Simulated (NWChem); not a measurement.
System: ZrCl₃ cation; SMILES [Zr+]([Cl])([Cl])[Cl]

Excerpt of the output:

```
             Northwest Computational Chemistry Package (NWChem) 7.3.0
             --------------------------------------------------------

 C3  symmetry detected

                             Geometry "geometry" -> ""
                             -------------------------

 Output coordinates in angstroms (scale by  1.889725989 to convert to a.u.)

  No.       Tag          Charge          X              Y              Z
 ---- ---------------- ---------- -------------- -------------- --------------
    1 Zr                  40.0000     0.00000000    -0.00000000     0.43047419
    2 Cl                  17.0000    -0.12957114    -2.12108763    -0.33762681
    3 Cl                  17.0000    -1.77213020     1.17275571    -0.33762681
    4 Cl                  17.0000     1.90170134     0.94833192    -0.33762681

 Effective nuclear repulsion energy (a.u.)     602.3995007322

      Symmetry information
      --------------------

 Group name             C3
 Group number              5
 Group order               3
 No. of unique centers     2

                                 NWChem DFT Module
                                 -----------------

 Summary of "ao basis" -> "ao basis" (spherical)
 ------------------------------------------------------------------------------
       Tag                 Description            Shells   Functions and Types
 ---------------- ------------------------------  ------  ---------------------
 Zr                         def2-svp                11       31   5s3p2d1f
 Cl                         def2-svp                 8       18   4s3p1d

      Symmetry analysis of basis
      --------------------------

        a          31
        e+         27
        e-         27

  Rotation of axis

            General Information
            -------------------
          SCF calculation type: DFT
          Wavefunction type:  closed shell.
          No. of atoms     :     4
          No. of electrons :    62
           Alpha electrons :    31
            Beta electrons :    31
          Charge           :     1
          Spin multiplicity:     1
          Use of symmetry is: on ; symmetry adaption is: on
          Maximum number of iterations: 150
          AO basis - number of functions:    85
                     number of shells:    35
          Convergence on energy requested:  1.00D-06
          Convergence on density requested:  1.00D-05
          Convergence on gradient requested:  5.00D-04

              XC Information
              --------------
                         SCAN Method XC Functional
                  SCAN metaGGA Exchange Functional  1.000
                        SCAN Correlation Potential  1.000

             Grid Information
             ----------------
          Grid used for XC integration:  fine
          Radial quadrature: Mura-Knowles
          Angular quadrature: Lebedev.
          Tag              B.-S. Rad. Rad. Pts. Rad. Cut. Ang. Pts.
          ---              ---------- --------- --------- ---------
          Zr                  1.55      141          10.0       974
          Cl                  1.00      123          10.0       770
          Grid pruning is: on
          Number of quadrature shells:   264
          Spatial weights used:  Erf1

      Superposition of Atomic Density Guess
      -------------------------------------

 Sum of atomic energies:       -1431.47004227

 Renormalizing density from      63.00 to     62

      Non-variational initial energy
      ------------------------------

 Total energy =   -1410.780405
 1-e energy   =   -2476.191128
 2-e energy   =     797.435886
 HOMO         =      -0.732554
 LUMO         =      -0.285093

      Symmetry analysis of molecular orbitals - initial
      -------------------------------------------------

  Numbering of irreducible representations:

     1 a           2 e+          3 e-

  Orbital symmetries:

     1 a           2 e+          3 e+          4 a           5 e+
     6 e+          7 a           8 e+          9 e+         10 e+
    11 e+         12 a          13 a          14 e+         15 e+
    16 a          17 e+         18 e+         19 a          20 a
    21 e+         22 e+         23 a          24 e+         25 e+
    26 e+         27 e+         28 a          29 e+         30 e+
    31 a          32 a          33 e+         34 e+         35 e+
    36 e+         37 a          38 a          39 e+         40 e+
    41 a

     ---------------------------------------------
      Total Density - Mulliken Population Analysis
     ---------------------------------------------

    Atom       Charge   Shell Charges
 -----------   ------   -------------------------------------------------------
    1 Zr  12     9.41  -0.47  1.59  0.89  0.26  0.01  5.85  0.33  0.05  0.66  0.15  0.08
    2 Cl  17    17.53   2.00  2.00  1.34  0.60  5.96  2.48  3.14  0.01
    3 Cl  17    17.53   2.00  2.00  1.34  0.60  5.96  2.48  3.14  0.01
    4 Cl  17    17.53   2.00  2.00  1.34  0.60  5.96  2.48  3.14  0.01

   convergence    iter        energy       DeltaE   RMS-Dens  Diis-err
 ---------------- ----- ----------------- --------- --------- ---------
 d= 0,ls=0.0,diis     1  -1426.8885111080 -1.69D+03  7.17D-02  2.63D+00
 d= 0,ls=0.0,diis     2  -1416.9840816032  9.90D+00  6.26D-02  5.93D+01
 d= 0,ls=0.0,diis     3  -1427.2696602587 -1.03D+01  4.15D-03  8.74D-02
 d= 0,ls=0.0,diis     4  -1427.2755205972 -5.86D-03  1.25D-03  1.97D-02
 d= 0,ls=0.0,diis     5  -1427.2786235356 -3.10D-03  2.11D-04  6.90D-04
  Resetting Diis
 d= 0,ls=0.0,diis     6  -1427.2787051566 -8.16D-05  1.20D-04  1.94D-04
 d= 0,ls=0.0,diis     7  -1427.2787336536 -2.85D-05  4.28D-05  3.42D-06
 d= 0,ls=0.0,diis     8  -1427.2787321406  1.51D-06  4.02D-05  1.30D-05
 d= 0,ls=0.0,diis     9  -1427.2787337989 -1.66D-06  1.24D-05  2.00D-06
 d= 0,ls=0.0,diis    10  -1427.2787341130 -3.14D-07  5.71D-07  4.95D-09

         Total DFT energy =    -1427.278734112966
      One electron energy =    -2505.761749709410
           Coulomb energy =      901.085024461871
    Exchange-Corr. energy =      -90.576845837606
 Nuclear repulsion energy =      267.974836972179

 Numeric. integr. density =       62.000000046498

                  Occupations of the irreducible representations
                  ----------------------------------------------

                     irrep           alpha         beta
                     --------     --------     --------
                     a                11.0         11.0
                     e+               20.0         20.0
                     e-                0.0          0.0

                       DFT Final Molecular Orbital Analysis
                       ------------------------------------

 Vector   29  Occ=2.000000D+00  E=-5.181775D-01  Symmetry=e+
              MO Center=  8.0D-02, -2.0D-01, -2.8D-01, r^2= 5.4D+00
   Bfn.  Coefficient  Atom+Function         Bfn.  Coefficient  Atom+Function
  ----- ------------  ---------------      ----- ------------  ---------------
    44      0.384911  2 Cl pz                41      0.300006  2 Cl pz
    80     -0.268264  4 Cl pz                61     -0.247841  3 Cl py
    77     -0.209089  4 Cl pz                79     -0.204077  4 Cl py
    58     -0.194865  3 Cl py                38      0.172832  2 Cl pz
    60     -0.164387  3 Cl px                76     -0.161085  4 Cl py

 Vector   30  Occ=2.000000D+00  E=-5.181775D-01  Symmetry=e+
              MO Center= -8.0D-02,  2.0D-01, -2.8D-01, r^2= 5.4D+00
   Bfn.  Coefficient  Atom+Function         Bfn.  Coefficient  Atom+Function
  ----- ------------  ---------------      ----- ------------  ---------------
    62      0.377111  3 Cl pz                42     -0.303009  2 Cl px
    59      0.293927  3 Cl pz                80     -0.289575  4 Cl pz
    39     -0.237450  2 Cl px                77     -0.225700  4 Cl pz
    79      0.189655  4 Cl py                56      0.169330  3 Cl pz
     6      0.153221  1 Zr px                76      0.147434  4 Cl py

 Vector   31  Occ=2.000000D+00  E=-5.058364D-01  Symmetry=a
              MO Center= -3.4D-14,  4.1D-14, -3.2D-01, r^2= 5.5D+00
   Bfn.  Coefficient  Atom+Function         Bfn.  Coefficient  Atom+Function
  ----- ------------  ---------------      ----- ------------  ---------------
    42      0.372219  2 Cl px                79      0.333727  4 Cl py
    61     -0.310975  3 Cl py                39      0.288280  2 Cl px
    76      0.258469  4 Cl py                58     -0.240847  3 Cl py
    60     -0.205813  3 Cl px                78     -0.166406  4 Cl px
    36      0.165412  2 Cl px                57     -0.159401  3 Cl px

 Vector   32  Occ=0.000000D+00  E=-3.579198D-01  Symmetry=a
              MO Center=  1.4D-14,  4.1D-15,  6.6D-01, r^2= 2.3D+00
   Bfn.  Coefficient  Atom+Function         Bfn.  Coefficient  Atom+Function
  ----- ------------  ---------------      ----- ------------  ---------------
    17      0.809320  1 Zr d  0               4      0.431918  1 Zr s
     2     -0.217309  1 Zr s                  3     -0.139575  1 Zr s
    22      0.139734  1 Zr d  0              44      0.131088  2 Cl pz
    62      0.131088  3 Cl pz                80      0.131088  4 Cl pz
     1     -0.102514  1 Zr s                  8     -0.096673  1 Zr pz

 Vector   33  Occ=0.000000D+00  E=-3.352259D-01  Symmetry=e+
              MO Center= -8.9D-02, -8.7D-02,  3.9D-01, r^2= 2.5D+00
   Bfn.  Coefficient  Atom+Function         Bfn.  Coefficient  Atom+Function
  ----- ------------  ---------------      ----- ------------  ---------------
    16      0.782718  1 Zr d -1              19      0.280261  1 Zr d  2
    18      0.249025  1 Zr d  1              44      0.193701  2 Cl pz
    60      0.168093  3 Cl px                43     -0.163403  2 Cl py
    62     -0.161732  3 Cl pz                15     -0.149895  1 Zr d -2
    21      0.149354  1 Zr d -1              41      0.128835  2 Cl pz

 Vector   34  Occ=0.000000D+00  E=-3.352259D-01  Symmetry=e+
              MO Center=  8.9D-02,  8.7D-02,  3.9D-01, r^2= 2.5D+00
   Bfn.  Coefficient  Atom+Function         Bfn.  Coefficient  Atom+Function
  ----- ------------  ---------------      ----- ------------  ---------------
    18      0.782718  1 Zr d  1              15     -0.280261  1 Zr d -2
    16     -0.249025  1 Zr d -1              80      0.205209  4 Cl pz
    61     -0.159198  3 Cl py                19     -0.149895  1 Zr d  2
    23      0.149354  1 Zr d  1              78      0.148050  4 Cl px
    77      0.136487  4 Cl pz                42     -0.135392  2 Cl px

     ---------------------------------------------
      Total Density - Mulliken Population Analysis
     ---------------------------------------------

    Atom       Charge   Shell Charges
 -----------   ------   -------------------------------------------------------
    1 Zr  12    10.90  -0.48  1.64  0.87  0.28 -0.04  5.88  0.38  0.08  1.87  0.34  0.09
    2 Cl  17    17.03   2.00  1.99  1.27  0.69  5.93  2.15  2.98  0.02
    3 Cl  17    17.03   2.00  1.99  1.27  0.69  5.93  2.15  2.98  0.02
    4 Cl  17    17.03   2.00  1.99  1.27  0.69  5.93  2.15  2.98  0.02

     -------------------------------------------
      Total Density - Lowdin Population Analysis
     -------------------------------------------

    Atom       Charge   Shell Charges
 -----------   ------   -------------------------------------------------------
    1 Zr  12    12.01   0.00  0.93  0.97  0.33  0.11  5.36  1.01  0.30  1.74  1.08  0.17
    2 Cl  17    16.66   2.00  1.96  1.03  0.73  5.82  2.24  2.87  0.02
    3 Cl  17    16.66   2.00  1.96  1.03  0.73  5.82  2.24  2.87  0.02
    4 Cl  17    16.66   2.00  1.96  1.03  0.73  5.82  2.24  2.87  0.02

     Multipole analysis of the density
     ---------------------------------

     L   x y z        total         alpha         beta         nuclear
     -   - - -        -----         -----         ----         -------
     0   0 0 0      1.000000    -31.000000    -31.000000     63.000000

     1   1 0 0     -0.000000     -0.000000     -0.000000      0.000000
     1   0 1 0     -0.000000     -0.000000     -0.000000      0.000000
     1   0 0 1      1.743580     12.260486     12.260486    -22.777391

     2   2 0 0    -39.503181   -225.360860   -225.360860    411.218540
     2   1 1 0     -0.000000     -0.000000     -0.000000      0.000000
     2   1 0 1     -0.000000     -0.000000     -0.000000      0.000000
     2   0 2 0    -39.503181   -225.360860   -225.360860    411.218540
     2   0 1 1     -0.000000     -0.000000     -0.000000     -0.000000
     2   0 0 2    -35.391377    -32.046513    -32.046513     28.701649

            General Information
            -------------------
          SCF calculation type: DFT
          Wavefunction type:  closed shell.
          No. of atoms     :     4
          No. of electrons :    62
           Alpha electrons :    31
            Beta electrons :    31
          Charge           :     1
          Spin multiplicity:     1
          Use of symmetry is: on ; symmetry adaption is: on
          Maximum number of iterations: 150
          AO basis - number of functions:    85
                     number of shells:    35
          Convergence on energy requested:  1.00D-06
          Convergence on density requested:  1.00D-05
          Convergence on gradient requested:  5.00D-04

              XC Information
              --------------
                         SCAN Method XC Functional
                  SCAN metaGGA Exchange Functional  1.000
                        SCAN Correlation Potential  1.000

             Grid Information
             ----------------
          Grid used for XC integration:  fine
          Radial quadrature: Mura-Knowles
          Angular quadrature: Lebedev.
          Tag              B.-S. Rad. Rad. Pts. Rad. Cut. Ang. Pts.
          ---              ---------- --------- --------- ---------
          Zr                  1.55      141          10.0       974
          Cl                  1.00      123          10.0       770
          Grid pruning is: on
          Number of quadrature shells:   264
          Spatial weights used:  Erf1

          Convergence Information
          -----------------------
          Convergence aids based upon iterative change in
          total energy or number of iterations.
          Levelshifting, if invoked, occurs when the
          HOMO/LUMO gap drops below (HL_TOL):  1.00D-02
          DIIS, if invoked, will attempt to extrapolate
          using up to (NFOCK): 10 stored Fock matrices.

                    Damping( 0%)  Levelshifting(0.5)       DIIS
                  --------------- ------------------- ---------------
          dE  on:    start            ASAP                start
          dE off:    2 iters        150 iters           150 iters

                            NWChem DFT Gradient Module
                            --------------------------

  charge          =   1.00
  wavefunction    = closed shell

  Rotation of axis
  Using symmetry

                         DFT ENERGY GRADIENTS

    atom               coordinates                        gradient
                 x          y          z           x          y          z
   1 Zr      0.000000  -0.000000   0.813478   -0.000000  -0.000000  -0.004344
   2 Cl     -0.244854  -4.008274  -0.638022    0.000155   0.002568   0.001448
   3 Cl     -3.348840   2.216187  -0.638022    0.002147  -0.001418   0.001448
   4 Cl      3.593694   1.792087  -0.638022   -0.002301  -0.001150   0.001448
```

Level: SCAN/def2-SVP with def2 effective core potentials on Zr. Structure relaxed at the PBE0/def2-SVP level. The spin multiplicity was typed, not searched, and may not be the lowest. def2 effective core potentials on Zr; no spin-orbit coupling.

### Question
Which NWChem input produces such a log?

### Answer
One answer among several that fit: the input that was run:
```
start job
memory heap 200 mb stack 900 mb global 1100 mb
charge 1
geometry units angstroms noautoz
  Zr     0.000000     0.000000     0.362515
  Cl     1.959699    -0.821816    -0.405586
  Cl    -1.691563    -1.286241    -0.405586
  Cl    -0.268136     2.108057    -0.405586
end
basis spherical
  Zr library def2-svp
  Cl library def2-svp
end
ecp
  Zr library def2-ecp
end
dft
  xc scan
  grid fine
  iterations 150
  mulliken
end
task dft gradient
```
